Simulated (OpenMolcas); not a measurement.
# Yb3+: effect of the metal basis and ligand basis

Yb3+ with 6 ligands (fluoride) in octahedral coordination (Oh) at 2.18 Å. A charge of +0.5 e stands 2.8 Å behind each ligand.

```
Program             : OpenMolcas 26.06
Method              : SS-CASPT2, IPEA 0.25 Eh, imaginary shift 0.1 Eh (closed shells correlated: 5s 5p and the ligand valence shells)
Spin-orbit coupling : state interaction with AMFI integrals over the reference wave functions
```

Fixed: active space 13 electrons in 7 orbitals (4f), DKH2 Hamiltonian.

States (labels of O, the rotations of Oh). Energies in cm-1 above the lowest state or level, χT in cm3 K/mol; under a threefold ground state the first gap can be a small split of the lowest multiplet, not the spin-orbit step.

| Run | Metal basis | Ligand basis | Ground state | First state of that spin | First gap with spin-orbit (degeneracies) | Width of lowest J | χT at 300 K | Cost |
| --- | --- | --- | --- | --- | --- | --- | --- | --- |
| A | ANO-RCC-VDZP | ANO-RCC-VDZP | 2T1 | 2T2 660 | 410 (2, 4) | 870 | 2.127 | roughly 26 core-seconds |
| B | ANO-RCC-VTZP | ANO-RCC-VTZP | 2T1 | 2T2 630 | 390 (2, 4) | 866 | 2.155 | roughly 4 core-minutes |

Against A, the width of the lowest J multiplet changes by -0.5 % in B.

Costs are those of the CASPT2 steps.

Roots that are degenerate in the reference are averaged as groups; the widest CASPT2 spread within a group is 43 cm-1 (the 3-fold group of multiplicity 2 near 627 cm-1 above the lowest state of its run, B). Shifts and gaps below about the spread of the groups concerned are not significant. Over all roots computed the reference weight is 0.69 in A, 0.67 in B; a low but even weight reflects the number of correlated electrons. Splittings of an f shell from a small cluster at a set distance can be off by tens of per cent, mostly too small. No measured value stands beside these numbers; the geometry was imposed, not optimised, and the real ion may take another.
